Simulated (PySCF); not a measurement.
**Working out the ionisation energy of Pb**

Pb [Xe] 4f14 5d10 6s2 6p2 (3P) → Pb⁺ [Xe] 4f14 5d10 6s2 6p1 (2P). All numbers are calculated (PySCF 2.14, scalar relativity through the core potential, in def2-TZVP with the def2 core potential (60 electrons)). Frozen: 5s2 5p6 5d10. Energies in hartree (1 hartree = 27.21139 eV):

```json
{"part": "UHF", "Pb (lower)": "-191.835522", "Pb⁺ (upper)": "-191.594130"}
{"part": "CCSD correlation", "Pb (lower)": "-0.046854", "Pb⁺ (upper)": "-0.036209"}
{"part": "(T)", "Pb (lower)": "-0.001040", "Pb⁺ (upper)": "-0.000414"}
```

Task: What does Hartree-Fock give?

Result: (-191.594130) − (-191.835522) = 0.241392 hartree = 6.569 eV.

Task: What do CCSD and CCSD(T) give?

Result: The CCSD correlation energies differ by 0.010645 hartree = 0.290 eV and the triples by 0.000626 hartree = 0.017 eV, so CCSD gives 6.859 eV and CCSD(T) 6.876 eV.

Reference: 7.417 eV (measured; NIST Atomic Spectra Database, ionization energies), between the lowest levels; spin-orbit coupling is absent from the calculation.

What remains against the reference includes basis incompleteness, the frozen core and higher excitations.
